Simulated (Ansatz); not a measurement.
Wavefunction ladder for CH₇SSbSi (`[SiH3][CH](S)[SbH2]`)

```xyz
11

Si    1.307    0.984    0.440
C     0.182   -0.187   -0.509
S     0.440   -1.852    0.127
Sb   -1.860    0.572   -0.399
H     1.338    2.292   -0.268
H     2.688    0.438    0.521
H     0.777    1.181    1.814
H     0.445   -0.138   -1.571
H    -0.715   -2.409   -0.276
H    -2.509   -0.866   -1.067
H    -2.091   -0.014    1.188
```

Charge 0, multiplicity 1. Correlated methods include outer-core shells of Sb, which these sets cover unevenly. Sb takes the def2 core potential. The geometry is a stationary point of PBE0-D4/def2-TZVP. It is one conformer, not always the lowest. Frozen core, restricted reference, Ansatz 0.2.0.

| basis | HF (Eh) | MP2 corr. | CCSD corr. | (T) | CCSD(T) total |
| --- | --- | --- | --- | --- | --- |
| def2-SVP | -967.37435 | -0.50622 | -0.57106 | ? | ? |
| def2-TZVPP | -967.67321 | ? | ? | ? | ? |
| def2-QZVPP | -967.69762 | -1.12099 | – | – | – |

**Question.** Fill in the withheld values. (Best estimate.)

**Answer.** Computed: def2-SVP (T): -0.01802; def2-SVP CCSD(T) total: -967.96343; def2-TZVPP MP2 corr.: -0.84568; def2-TZVPP CCSD corr.: -0.89083; def2-TZVPP (T): -0.03433; def2-TZVPP CCSD(T) total: -968.59837.
